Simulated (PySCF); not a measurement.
Cl3Se (SMILES Cl[Se+](Cl)Cl), charge +1, singlet, at a GFN2-xTB geometry; B3LYP/6-311G** in PySCF.

Input for PySCF:
```python
from pyscf import gto, scf, dft

mol = gto.M(
    atom='''
Se   -0.171048    0.207352    0.487115
Cl   -1.497105   -1.145492   -0.461723
Cl    0.200067    1.623498   -1.044456
Cl    1.639134   -0.892711    0.531949
''',
    basis='6-311g**',
    charge=1,
    spin=0,
    verbose=4,
)

mf = dft.RKS(mol)
mf.xc = 'b3lyp'
mf.kernel()
```

**Question.** Predict the main parts of the log of this PySCF run.

**Answer.** 
```
PySCF version 2.14.0

[INPUT] verbose = 4
[INPUT] num. atoms = 4
[INPUT] num. electrons = 84
[INPUT] charge = 1
[INPUT] spin (= nelec alpha-beta = 2S) = 0
[INPUT] symmetry False subgroup None
[INPUT] Mole.unit = angstrom
[INPUT] Symbol           X                Y                Z      unit          X                Y                Z       unit  Magmom
[INPUT]  1 Se    -0.171048000000   0.207352000000   0.487115000000 AA   -0.323233874155   0.391838491381   0.920513941168 Bohr   0.0
[INPUT]  2 Cl    -1.497105000000  -1.145492000000  -0.461723000000 AA   -2.829118429717  -2.164666157880  -0.872530015413 Bohr   0.0
[INPUT]  3 Cl     0.200067000000   1.623498000000  -1.044456000000 AA    0.378071836563   3.067966583779  -1.973735789159 Bohr   0.0
[INPUT]  4 Cl     1.639134000000  -0.892711000000   0.531949000000 AA    3.097514341463  -1.686979298387   1.005237922236 Bohr   0.0

nuclear repulsion = 572.138442845563
number of shells = 54
number of NR pGTOs = 228
number of NR cGTOs = 122
basis = 6-311g**
ecp = {}

******** <class 'pyscf.dft.rks.RKS'> ********
method = RKS
initial guess = minao
damping factor = 0
level_shift factor = 0
DIIS = <class 'pyscf.scf.diis.CDIIS'>
diis_start_cycle = 1
diis_space = 8
diis_damp = 0
SCF conv_tol = 1e-09
SCF conv_tol_grad = None
SCF max_cycles = 50
direct_scf = True
direct_scf_tol = 1e-13
XC library pyscf.dft.libxc version 7.1.2
    S. Lehtola, C. Steigemann, M. J. T. Oliveira, and M. A. L. Marques,  SoftwareX 7, 1–5 (2018)
XC functionals = b3lyp
    P. J. Stephens, F. J. Devlin, C. F. Chabalowski, and M. J. Frisch,  J. Phys. Chem. 98, 11623 (1994)
radial grids:
    Treutler-Ahlrichs [JCP 102, 346 (1995); DOI:10.1063/1.469408] (M4) radial grids

becke partition: Becke, JCP 88, 2547 (1988); DOI:10.1063/1.454033
pruning grids: <function nwchem_prune>
grids dens level: 3
symmetrized grids: False
atomic radii adjust function: <function treutler_atomic_radii_adjust>
small_rho_cutoff = 0
Set gradient conv threshold to 3.16228e-05
Initial guess from minao.
tot grids = 77064
init E= -3779.85838270464
  HOMO = -0.323029025306375  LUMO = -0.121683855907666  gap/eV = 5.47888
cycle= 1 E= -3781.6741225745  delta_E= -1.82  |g|= 2.02  |ddm|= 2.35
  HOMO = -0.558544928776382  LUMO = -0.440553980135412  gap/eV = 3.21070
cycle= 2 E= -3781.08326099998  delta_E= 0.591  |g|= 2.15  |ddm|=  2.5
  HOMO = -0.538656146755576  LUMO = -0.319971430088659  gap/eV = 5.95071
cycle= 3 E= -3781.73156676915  delta_E= -0.648  |g|= 0.808  |ddm|= 2.32
  HOMO = -0.544388294124936  LUMO = -0.346074250755439  gap/eV = 5.39640
cycle= 4 E= -3781.88294460301  delta_E= -0.151  |g|= 0.165  |ddm|= 0.907
  HOMO = -0.55350133692631  LUMO = -0.348854075972489  gap/eV = 5.56874
cycle= 5 E= -3781.88982582726  delta_E= -0.00688  |g|= 0.0382  |ddm|= 0.184
  HOMO = -0.552428552930248  LUMO = -0.347492671867495  gap/eV = 5.57659
cycle= 6 E= -3781.8900646553  delta_E= -0.000239  |g|= 0.0046  |ddm|= 0.0331
  HOMO = -0.55198378280567  LUMO = -0.346806047601187  gap/eV = 5.58317
cycle= 7 E= -3781.89007121608  delta_E= -6.56e-06  |g|= 0.000336  |ddm|= 0.00621
  HOMO = -0.552020558007675  LUMO = -0.346819278129395  gap/eV = 5.58381
cycle= 8 E= -3781.89007126698  delta_E= -5.09e-08  |g|= 0.000122  |ddm|= 0.000894
  HOMO = -0.552017123829357  LUMO = -0.346820724027036  gap/eV = 5.58368
cycle= 9 E= -3781.89007127068  delta_E= -3.7e-09  |g|= 1.95e-05  |ddm|= 0.000141
  HOMO = -0.552019233279701  LUMO = -0.346823398926665  gap/eV = 5.58366
cycle= 10 E= -3781.89007127084  delta_E= -1.61e-10  |g|= 7.71e-06  |ddm|= 4.65e-05
  HOMO = -0.552018401915271  LUMO = -0.346821999474018  gap/eV = 5.58368
Extra cycle  E= -3781.89007127082  delta_E= 1.73e-11  |g|= 1.09e-05  |ddm|= 2.12e-05
converged SCF energy = -3781.89007127082
```
